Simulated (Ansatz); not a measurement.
Geometry optimisation, RKS PBE/def2-SVP in Ansatz.

Input file:

```yaml
crystal:
  periodic: [false, false, false]
  atoms:
    - { symbol: Ta, position_ang: [-0.156689, 0.15482, -0.096745] }
    - { symbol: F, position_ang: [1.742501, 0.355237, -0.245321] }
    - { symbol: O, position_ang: [0.078602, -0.385009, 1.700967] }
    - { symbol: H, position_ang: [-0.134181, -0.921151, 2.481131] }
    - { symbol: Cl, position_ang: [-0.268761, 0.356983, -2.446155] }
    - { symbol: Cl, position_ang: [-1.132629, 2.173578, 0.356583] }
    - { symbol: Cl, position_ang: [-1.826998, -1.488135, -0.257825] }
    - { symbol: "N", position_ang: [1.629794, -2.49667, -1.116495] }
    - { symbol: H, position_ang: [1.013408, -2.921854, -0.41647] }
    - { symbol: H, position_ang: [1.085934, -2.20326, -1.934855] }
    - { symbol: H, position_ang: [2.13782, -1.678339, -0.721815] }
basis:
  gaussian: { orbitals: def2-SVP }
hamiltonian:
  xc: pbe
relax:
  f_tol: 0.03
  max_steps: 50
```

Launched with:

```bash
$ ansatz run input.yaml --threads 4 --pin off --max-ram 5120MiB --backend cpu --events-out ev --progress --plain --runs-dir out
```

Q: Where does it end, and by what steps?

A: The run converged. The force dipped under the threshold on the way, but the program's further checks kept it going. After 24 steps the energy has fallen by 1.027 eV; N8 moved furthest, 0.77 Å. Joined: Ta1–N8 (3.36 → 2.37 Å).

| step | energy less start (eV) | largest force component (eV/Å) | accepted |
| --- | --- | --- | --- |
| 0 | 0.0000 | 0.599 | yes |
| 1 | -0.0474 | 0.729 | yes |
| 2 | -0.0760 | 1.027 | yes |
| 3 | -0.0885 | 1.333 | yes |
| 4 | -0.1195 | 1.252 | yes |
| 5 | -0.4534 | 1.550 | yes |
| 6 | -0.8478 | 1.397 | yes |
| 7 | -0.9318 | 0.596 | yes |
| 8 | -1.0084 | 0.624 | yes |
| 9 | -1.0158 | 0.368 | yes |
| 10 | -1.0225 | 0.115 | yes |
| 11 | -1.0217 | 0.133 | no |
| 12 | -1.0245 | 0.039 | yes |
| 13 | -1.0250 | 0.035 | yes |
| 14 | -1.0256 | 0.045 | yes |
| 15 | -1.0235 | 0.260 | no |
| 16 | -1.0260 | 0.027 | yes |
| 17 | -1.0246 | 0.223 | no |
| 18 | -1.0263 | 0.012 | yes |
| 19 | -1.0262 | 0.066 | no |
| 20 | -1.0265 | 0.014 | yes |
| 21 | -1.0265 | 0.030 | yes |
| 22 | -1.0267 | 0.041 | yes |
| 23 | -1.0267 | 0.037 | yes |
| 24 | -1.0268 | 0.023 | yes |

```xyz
11
Properties=species:S:1:pos:R:3
Ta -0.004 0.007 -0.193
F 1.766 0.671 -0.381
O 0.429 -0.552 1.594
H -0.090 -1.094 2.214
Cl -0.336 0.105 -2.555
Cl -1.102 1.986 0.300
Cl -1.825 -1.541 -0.061
N 1.195 -1.934 -0.821
H 0.628 -2.784 -0.696
H 1.445 -1.877 -1.819
H 2.064 -2.041 -0.279
```

Whether the end is a true minimum wasn't checked by a vibrational analysis.

Time of the run: 71 s on 4 threads of Arm Neoverse V2, with other jobs on the host, peak memory 0.23 GiB.
